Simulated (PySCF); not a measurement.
A geometry optimisation, step by step.

BiMe2H, C₂H₇Bi.
Bonds: Bi1–C2, Bi1–C6. Hydrogens: H10 on Bi1; H3, H4, H5 on C2; H7, H8, H9 on C6.

Computed by this run: PySCF 2.14.0, PBE0-D3(BJ)/def2-SVP geometry optimisation, gas phase, def2 core potentials past Kr; density fitting, grid level 1; the optimiser is geomeTRIC in internal coordinates, started from a GFN2-xTB structure with every atom displaced at random (about 0.03 Å). The frame can shift and turn from step to step; on so coarse a grid that alone can change the energy by a few meV, and forces under 0.02 eV/Å are noise.

Step 0: E = -8023.6280 eV, largest atomic force 2.735 eV/Å
```
atom  x, y, z in Å  |  force x, y, z in eV/Å
Bi1    -0.301   -0.705    1.232   -0.702   1.202   0.004
C2      1.519   -0.626   -0.034    0.041  -0.984   0.079
H3      2.086    0.232    0.222    0.960   1.070   0.763
H4      1.372   -0.534   -1.083   -0.748   0.006  -1.324
H5      2.089   -1.543    0.105    0.368  -0.186   0.285
C6     -1.301    1.049   -0.026    2.702  -0.210   0.364
H7     -2.337    1.013    0.088   -2.193  -0.152   0.162
H8     -0.986    0.906   -1.073   -0.122   0.039   0.188
H9     -0.917    2.010    0.371   -0.050  -0.285  -0.159
H10    -1.099   -1.879    0.204   -0.254  -0.500  -0.362
```

Step 1: E = -8023.8560 eV, largest atomic force 0.543 eV/Å
```
atom  x, y, z in Å  |  force x, y, z in eV/Å
Bi1    -0.361   -0.620    1.204    0.159  -0.518  -0.031
C2      1.552   -0.617   -0.052    0.062  -0.017  -0.130
H3      2.156    0.260    0.230   -0.025  -0.059   0.076
H4      1.349   -0.565   -1.133   -0.169  -0.004   0.129
H5      2.125   -1.535    0.149   -0.006   0.047   0.073
C6     -1.283    1.030   -0.001   -0.005   0.163  -0.028
H7     -2.376    0.993    0.109    0.028   0.059  -0.091
H8     -0.974    0.874   -1.040   -0.141   0.118  -0.087
H9     -0.893    1.983    0.379   -0.062   0.068  -0.068
H10    -1.170   -1.880    0.160    0.159   0.143   0.155
```

Step 2: E = -8023.8774 eV, largest atomic force 0.278 eV/Å
```
atom  x, y, z in Å  |  force x, y, z in eV/Å
Bi1    -0.336   -0.649    1.203   -0.151   0.147  -0.136
C2      1.564   -0.638   -0.048    0.118   0.078  -0.130
H3      2.165    0.241    0.242   -0.079  -0.111  -0.035
H4      1.327   -0.585   -1.123   -0.014   0.001   0.168
H5      2.143   -1.552    0.154   -0.033   0.034   0.009
C6     -1.297    1.055   -0.007    0.013  -0.222   0.167
H7     -2.393    1.017    0.105    0.137  -0.006  -0.017
H8     -1.015    0.932   -1.059   -0.036   0.010  -0.068
H9     -0.918    2.012    0.372    0.009   0.032   0.025
H10    -1.115   -1.909    0.166    0.036   0.037   0.017
```

Step 3: E = -8023.8822 eV, largest atomic force 0.092 eV/Å
```
atom  x, y, z in Å  |  force x, y, z in eV/Å
Bi1    -0.341   -0.643    1.198   -0.050   0.052   0.057
C2      1.558   -0.634   -0.048    0.082   0.018  -0.035
H3      2.157    0.242    0.239   -0.014  -0.023  -0.015
H4      1.311   -0.582   -1.117   -0.010   0.001   0.031
H5      2.134   -1.548    0.156   -0.007   0.005  -0.003
C6     -1.286    1.046   -0.005    0.026  -0.045   0.016
H7     -2.379    1.009    0.107    0.018   0.007   0.000
H8     -1.013    0.928   -1.062   -0.024   0.016  -0.013
H9     -0.909    2.005    0.375   -0.004   0.005  -0.001
H10    -1.107   -1.899    0.162   -0.015  -0.037  -0.036
```

Step 4: E = -8023.8829 eV, largest atomic force 0.028 eV/Å
```
atom  x, y, z in Å  |  force x, y, z in eV/Å
Bi1    -0.344   -0.642    1.198   -0.001  -0.013   0.001
C2      1.561   -0.634   -0.048    0.008  -0.003   0.022
H3      2.161    0.241    0.237    0.003   0.010   0.000
H4      1.309   -0.583   -1.114   -0.011   0.001  -0.013
H5      2.135   -1.548    0.156   -0.004  -0.006  -0.002
C6     -1.286    1.045   -0.004    0.021   0.000  -0.017
H7     -2.377    1.010    0.111   -0.016   0.004   0.009
H8     -1.020    0.931   -1.064   -0.009   0.005   0.003
H9     -0.907    2.004    0.375    0.000  -0.001  -0.002
H10    -1.107   -1.901    0.157    0.007   0.003  -0.001
```

Step 5: E = -8023.8830 eV, largest atomic force under 0.02 eV/Å
```
atom  x, y, z in Å  |  force x, y, z in eV/Å
Bi1    -0.344   -0.643    1.198   -0.002  -0.009   0.000
C2      1.562   -0.635   -0.047   -0.001   0.000   0.015
H3      2.162    0.241    0.237    0.002   0.004  -0.002
H4      1.307   -0.583   -1.113   -0.001   0.000  -0.007
H5      2.135   -1.550    0.156   -0.001  -0.002  -0.003
C6     -1.285    1.045   -0.004    0.002   0.004  -0.011
H7     -2.377    1.013    0.116   -0.005   0.003   0.008
H8     -1.025    0.933   -1.065   -0.002  -0.002   0.002
H9     -0.905    2.004    0.374    0.003  -0.001  -0.001
H10    -1.105   -1.902    0.154    0.005   0.003  -0.001
```

Problem. Summarise the path.

Solution. The energy falls by 24.60 kJ/mol from step 0 to step 5; nine tenths of that is first reached at step 2. It falls at every step. The largest force goes from 2.735 to under 0.02 eV/Å. Among the bonds Bi1–C6 changes most, from 2.379 to 2.276 Å; the atoms move by 0.060 Å rms after alignment.

The cost below is that of the whole optimisation. Time: 21 s of wall time; peak memory 0.36 GiB. Hardware: Arm Neoverse V2, one thread, no GPU (shared host).
